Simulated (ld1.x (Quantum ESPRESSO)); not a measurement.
**N (Z = 7): excitation energies, all-electron against TM**

ld1.x (Quantum ESPRESSO) 7.5 input, shortened:

```
&input
   title='N', zed=7., rel=0, dft='PZ', iswitch=3,
   config='[He] 2s2 2p3 3d-2'
 /
 &inputp
   pseudotype=2, tm=.true., lloc=2,
   nlcc=.true., new_core_ps=.true., rcore=1.05
 /
3
2S  1  0   2.00   0.00  1.00  1.00  0.0
2P  2  1   3.00   0.00  2.40  2.40  0.0
3D  3  2  -2.00   0.10  2.20  2.20  0.0
 &test
   configts(1)='2s2 2p3'
 /
```

Energies are relative to the spin-unpolarised reference configuration 2s2 2p3; without spin polarisation the order of configurations can differ from experiment. Spin-polarised rows fill each open shell by Hund’s rule, majority spin first.

| valence configuration | charge | ΔE all-electron (eV) | error AE − PS (meV) |
| --- | --- | --- | --- |
| 2s2 2p2 | +1 | 13.737 | +102 |
| 2s2 2p1 | +2 | 42.712 | +829 |
| 2s2 2p0 | +3 | 89.879 | +3109 |
| 2s2 2p2.5 | +0.5 | 5.169 | +16 |
| 2s1 2p4 | 0 | 11.174 | -11 |
| 2s1 2p0 | +4 | 167.304 | +5019 |
| 2s1 2p3 | +1 | 25.157 | -127 |

(1) What are ΔE and the potential's error for 2s2 2p3 (spin-polarised)?

(2) What are ΔE and the potential's error for 2s2 2p2 (spin-polarised)?

Levels in the configuration 2s2 2p2.5:

| level | all-electron (eV) | pseudo (eV) |
| --- | --- | --- |
| 2s | -24.910 | -24.914 |
| 2p | -13.590 | -13.510 |

## Answers

(1) ΔE = -2.893 eV all-electron; the error (AE − PS) is +38 meV.

(2) ΔE = 12.049 eV all-electron; the error (AE − PS) is +89 meV.
